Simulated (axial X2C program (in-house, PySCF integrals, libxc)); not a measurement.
Potential curves of SrAs, with spin–orbit coupling

All values were computed with an in-house relativistic program for diatomic molecules. Two-component (2c) means X2C with spin–orbit coupling and atomic mean-field two-electron Coulomb and Gaunt terms. Basis: Sr dyall-cv3z [13s12p8d5f1g], As dyall-cv3z [9s9p6d4f1g] (cores contracted in-house); Gaussian nuclei, density fitting, unrestricted open shells. Masses: Sr 87.906 u, As 74.922 u.

State: Ω = 3/2 (⟨Sz⟩ = 1.48, ⟨Lz⟩ = 0.02 at HF). Energies in cm⁻¹ from the fragments at the same level (Sr + As). Fits are polynomials in 1 − R0/R over 0.85 to 1.23 times the lowest point R0.

| R (Å) | MP2 |
| --- | --- |
| 2.7637 | -3806 |
| 2.8548 | -4770 |
| 2.9459 | -5273 |
| 3.0370 | -5427 |
| 3.1433 | -5282 |
| 3.2496 | -4892 |
| 3.3863 | -4168 |

Correlated methods: 15 electrons correlated (number of frozen shells: Sr 3 s, 2 p, 1 d; As 3 s, 2 p, 1 d), 297 virtual spin orbitals or spinors in MP2.

The state is a single determinant with fixed occupations, the lowest that a limited PBE0 search found. Dissociation energies refer to the lowest single-determinant-based atoms at the same level and basis. PBE0 can misorder states that lie within some tenths of an eV, so this need not be the ground state of the molecule. The nearest other spin-free determinant of the search, M_S = 1/2, Λ = 0, lies 0.07 eV up at the distance of the search. With several unpaired electrons one determinant need not be a pure state. A state of lower Ω lies just above, and one determinant can place such states too high, so the state shown need not be the lowest. The search has Ω = 1/2 only 0.07 eV up. This is the top spin component of a Σ state; components of lower Ω are not single determinants and can lie lower. MP2 and coupled cluster on one determinant become unreliable at the stretched end.

Task: Fit the MP2 curve near its minimum: give the equilibrium distance, the harmonic wavenumber and the well depth.

Result: At MP2, 2c: Re = 3.041 Å, ωe ≈ 161 cm⁻¹, De = 0.67 eV to Sr + As; Be follows as 0.0451 cm⁻¹.
